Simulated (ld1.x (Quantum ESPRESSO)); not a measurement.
# La: variants of one TM potential

Base potential:

lanthanum (La), norm-conserving Troullier–Martins (Kleinman–Bylander form), made with ld1.x (Quantum ESPRESSO) 7.5 (BLYP, scalar-relativistic). Core [Kr] 4d10 5s2, reference 4f0 5p6 5d1 6s1 6p0 (charge +1). Waves: 6s (bound): rc 2.70 bohr; 5p (bound): rc 1.70 bohr; 5d (bound): rc 3.80 bohr; 4f (bound, empty): rc 1.95 bohr. Local part: the f channel. Core correction: Bessel-smoothed model core inside 1.60 bohr.

Cutoffs, loose and tight: the cutoffs (Ry, on a coarse ladder) from which the occupation-weighted sum of valence levels, in a spherical-Bessel basis at the reference potential, stays within 10 and 1 mRy of its value at 400 Ry. They do not see the model core or the augmentation charge, which bear on the density cutoff. Test errors are all-electron minus pseudo excitation energies from the reference, over the configurations 4f0 5p6 5d1 6s2 6p0; 4f0 5p6 5d1 6s0 6p0; 4f0 5p6 5d0 6s0 6p0; 4f0 5p6 5d1 6s1.5 6p0; 4f0 5p6 5d1 6s1 6p1; 4f1 5p6 5d0 6s1 6p0; 4f0 5p6 5d0 6s2 6p0. A dash means not determined; rows that change the core or the reference have their own tests. The largest error is taken over the tests solved by every variant that gives reliable tests at all: 4f0 5p6 5d1 6s0 6p0; 4f0 5p6 5d1 6s1.5 6p0; 4f0 5p6 5d1 6s2 6p0.

For the base: The cutoffs count occupied waves only; the empty 4f level needs 90 Ry at the loose tolerance.

A true bound ghost makes a file unfit for plane-wave use even where its test errors are small: the radial tests pick states by their node count and pass the ghost by. Where a test does run into it, the solver fails or the error is huge.

Cutoffs are not given where the Bessel-basis levels miss the radial ones by over 6 mRy, ghosts where they miss by over 20 mRy; a channel whose overlap is not positive is not tested.

On the changes marked as counting shells twice: ld1.x takes every shell without a wave as core, so the model core holds the marked electrons as well and exchange and correlation see them twice. This cancels in the reference configuration, but the file is broken for other ones, and its errors say nothing about a proper core correction.

| change | outcome | cutoff, loose | cutoff, tight | bound ghosts | largest test error (meV) |
| --- | --- | --- | --- | --- | --- |
| base | generated | 50 Ry | 60 Ry | s, p | -7.6 |
| type ultrasoft; waves now 6s (bound): rcut 2.35, rcutus 2.70 bohr; 6s channel at 1.8 Ry: rcut 2.35, rcutus 2.70 bohr; 5p (bound): rc 1.70 bohr; 6p (bound): rc 1.70 bohr; 5d (bound): rcut 3.30, rcutus 3.80 bohr; 5d channel at 1.45 Ry: rcut 3.30, rcutus 3.80 bohr; 4f (bound): rcut 1.70, rcutus 1.95 bohr; 4f channel at -0.4 Ry: rcut 1.70, rcutus 1.95 bohr; local potential all-electron potential smoothed inside 2.95 bohr (lloc = -1); augmentation PSQ, radius 1.65 bohr | failed: chargeps: negative rho | – | – | – | – |
| wave 4f (bound): rc 1.95 bohr becomes 4f (bound): rc 2.34 bohr | generated | 30 Ry | 55 Ry | s, p | -5.8 |
| core [Kr] 4d10, valence charge 11; reference 4f0 5s2 5p6 5d1 6s2 6p0; waves now 5p (bound): rc 2.05 bohr; 5d (bound): rc 2.85 bohr; 4f (bound): rc 1.85 bohr; 5s (bound): rc 1.95 bohr; local potential the s channel; core correction a·sin(br)/r model core inside 0.85 bohr (6s counted twice) | generated, misses its reference levels by 0.15 eV | 40 Ry | 70 Ry | none | -1363 |
| core correction Bessel-smoothed model core inside 1.34 bohr | generated | 50 Ry | 60 Ry | s, p | -8.2 |
| wave 5p (bound): rc 1.70 bohr becomes 5p (bound): rc 1.36 bohr | generated | 100 Ry | 230 Ry | s, p | -7.9 |
| wave 6s (bound): rc 2.70 bohr becomes 6s (bound): rc 3.26 bohr | generated | 50 Ry | 60 Ry | s, p | +3.7 |
| all radii but the core radius scaled by about 1.32 (s 3.56, p 2.24, d 5.00, f 2.56 bohr) | generated | 25 Ry | 35 Ry | s, p | -6.9 |
| reference 4f0 5p6 5d1 6s1.75 6p0.25 | failed: run_pseudo: Errors in PS-KS equation | – | – | – | – |
| functional PBEsol | generated | 50 Ry | 60 Ry | s, p | -8.5 |

(1) What comes out with this change to the base: fully relativistic?

Answers

(1) outcome: generated; bound ghosts: not determined; largest test error (meV): -6.1.
